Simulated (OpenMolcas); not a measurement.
Nb3+ in K2NaGaF6: curves along the breathing mode

Nb3+ with its 6 nearest fluoride ions, on the Ga site of K2NaGaF6 (a = 8.246 Å, distance in the model lattice 1.938 Å). The rest of the host is ab initio model potentials to 7.6 Å, with orthogonalisation functions on the cations behind the ligands, and point charges beyond; the distance is set by hand and nothing relaxes. Ligand basis ANO-RCC-VDZP.

```yaml
Program: OpenMolcas 26.06
Method: "SS-CASPT2, IPEA 0.25 Eh, imaginary shift 0.1 Eh (closed shells correlated: 4s 4p and the ligand valence shells)"
Basis: ANO-RCC-VDZP [6s5p3d1f]
Scalar_Hamiltonian: DKH2, point nucleus
Active_space: 2 electrons in 5 orbitals (4d)
State_averaging: 2S+1 = 3 even, 10 roots; 2S+1 = 1 even, 15 roots
Spin-orbit_coupling: state interaction with AMFI integrals over the reference wave functions
```

Spin-free energies (labels of O, the rotations of Oh) in cm-1 above the lowest fitted minimum, as all ligands move together:

```csv
R (Å),3T1,1T2,1E,1A1,3T2,3T1(2),3A2
1.866,16230,24040,23970,34610,59030,65540,103570
1.91,7120,14970,14970,25580,46070,52690,86700
1.954,1940,9810,9860,20440,37340,44050,74380
1.998,40,7990,8070,18620,32260,39070,66070
2.042,1080,9040,9150,19660,30260,37220,61290
2.086,4710,12610,12770,23210,31370,38320,59670
2.13,10510,18450,18650,29030,34940,41900,60900
```

Cubic fits give the following; the wavenumber is harmonic, with the mass of all moving ligands, small differences in it between states hang on the degree of the fit, a number in brackets counts states of one label, and the table is a selection of at most 14 states with clean curves.

```
 State  R0 (Å)  Breathing mode (cm-1)  Minimum (cm-1)
   3T1   2.003                    668               0
   1T2   2.003                    666            7920
    1E   2.002                    667            8010
   1A1   2.003                    665           18560
   3T2   2.047                    661           30300
3T1(2)   2.046                    657           37230
   3A2   2.088                    645           59710
 1E(2)   2.087                    643           68370
1A1(2)   2.085                    647           78640
```

The minimum of 3T2 is shifted by +0.0441 Å against 3T1 (from the unrounded fits). With M = 114.0 u for the moving shell, the Huang-Rhys factor in this mode is S = M ω ΔR² / 2ħ = 0.01483 × 114.0 × 668 × 0.0441² = 2.20. Only the first shell moves, against a rigid host.

Roots that are degenerate in the reference are averaged as groups; the widest CASPT2 spread within a group is 740 cm-1 (the 3-fold group of multiplicity 1 near 32800 cm-1 above the lowest state of its run, R = 2.13). Shifts and gaps below about the spread of the groups concerned are not significant. Over all roots computed the reference weight is 0.73 to 0.74 in R = 1.866, 0.73 to 0.74 in R = 1.91, 0.73 to 0.74 in R = 1.954, 0.73 to 0.74 in R = 1.998, 0.73 to 0.74 in R = 2.042, 0.73 to 0.74 in R = 2.086, 0.73 to 0.74 in R = 2.13; a low but even weight reflects the number of correlated electrons. An orbital triplet at a regular site is open to Jahn-Teller coupling, which can distort the site and quench the lowest spin-orbit gaps and is left out. Ligand-to-metal charge-transfer states are missing. With no ligand orbital active B as a rule stays too high, so bands that hang on it stand too high and its fall with covalency is understated. With one d shell and no ligand orbital active, 10Dq can be off by a tenth or more. The least metal-like active orbital is 76 % on the metal (Löwdin) and no ligand orbital is active, so the numbers are rough (holds for R = 1.866). The least metal-like active orbital is 78 % on the metal (Löwdin) and no ligand orbital is active, so the numbers are rough (holds for R = 1.91). The least metal-like active orbital is 80 % on the metal (Löwdin) and no ligand orbital is active, so the numbers are rough (holds for R = 1.954). The least metal-like active orbital is 81 % on the metal (Löwdin) and no ligand orbital is active, so the numbers are rough (holds for R = 1.998). The least metal-like active orbital is 82 % on the metal (Löwdin) and no ligand orbital is active, so the numbers are rough (holds for R = 2.042). The least metal-like active orbital is 83 % on the metal (Löwdin) and no ligand orbital is active, so the numbers are rough (holds for R = 2.086). The least metal-like active orbital is 84 % on the metal (Löwdin) and no ligand orbital is active, so the numbers are rough (holds for R = 2.13). No measured value stands beside these numbers.
